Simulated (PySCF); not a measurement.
C3H10FNSi, singlet, at a GFN2-xTB geometry, atoms displaced at random by about 0.08 Å a coordinate. Base run: TPSS/STO-3G, gradient run with PySCF.

PySCF was given this input:
```python
from pyscf import gto, scf, dft

mol = gto.Mole()
mol.atom = '''
    Si    0.70831460    0.48742127   -0.02639335
    C     2.09209065   -1.05981197    0.55334167
    F     0.86707304    0.54651671   -1.48399327
    N    -0.87945399   -0.13958876    0.11563160
    C    -1.86797275    0.58892491   -0.48700430
    C    -1.56054361   -0.75030425    1.40303287
    H     0.97323913    1.73691768    0.43016452
    H     1.61548763   -1.89657902    0.27796343
    H     2.84597002   -0.74429744    0.17647374
    H     1.97005564   -1.20162130    1.52548062
    H    -2.66192624   -0.15554588   -0.82630598
    H    -2.46925320    1.35635427    0.06200451
    H    -1.53202424    1.09645795   -1.50614150
    H    -0.52026934   -1.39183134    1.85313338
    H    -1.89005354   -0.09374963    2.03884505
    H    -2.27340540   -1.52375916    1.21237281
'''
mol.basis = 'sto-3g'
mol.verbose = 4
mol.build()

mf = dft.RKS(mol)
mf.xc = 'tpss'
mf.kernel()
g = mf.nuc_grad_method()
grad = g.kernel()
```

The coordinate followed is z of atom 3.

Variants of this job, named by their change:

```json
[
 {"change": "base", "dE/dx (Eh/bohr)": "0.188149", "net force (Eh/bohr)": "0.000052"},
 {"change": "finite difference step (bohr) = 0.01; conv_tol = 1e-11", "dE/dx (Eh/bohr)": "0.188194", "net force (Eh/bohr)": "-"},
 {"change": "grids.level = 5; grid_response = on", "dE/dx (Eh/bohr)": "0.188169", "net force (Eh/bohr)": "0.000000"},
 {"change": "finite difference step (bohr) = 1e-5; conv_tol = 1e-11", "dE/dx (Eh/bohr)": "0.188162", "net force (Eh/bohr)": "-"},
 {"change": "grids.level = 0; grid_response = off", "dE/dx (Eh/bohr)": "0.156738", "net force (Eh/bohr)": "0.024911"},
 {"change": "finite difference step (bohr) = 0.2; conv_tol = 1e-11", "dE/dx (Eh/bohr)": "0.201039", "net force (Eh/bohr)": "-"},
 {"change": "finite difference step (bohr) = 1e-4; conv_tol = 1e-11", "dE/dx (Eh/bohr)": "0.188162", "net force (Eh/bohr)": "-"},
 {"change": "conv_tol = 1e-6", "dE/dx (Eh/bohr)": "0.188135", "net force (Eh/bohr)": "0.000052"},
 {"change": "grids.level = 5; grid_response = off", "dE/dx (Eh/bohr)": "0.188171", "net force (Eh/bohr)": "0.000014"},
 {"change": "grids.level = 1; grid_response = off", "dE/dx (Eh/bohr)": "0.185877", "net force (Eh/bohr)": "0.002855"},
 {"change": "grids.level = 0; grid_response = on", "dE/dx (Eh/bohr)": "0.182936", "net force (Eh/bohr)": "0.000000"},
 {"change": "grids.level = 1; grid_response = on", "dE/dx (Eh/bohr)": "0.188153", "net force (Eh/bohr)": "0.000000"}
]
```

The net force is zero for an exact gradient.
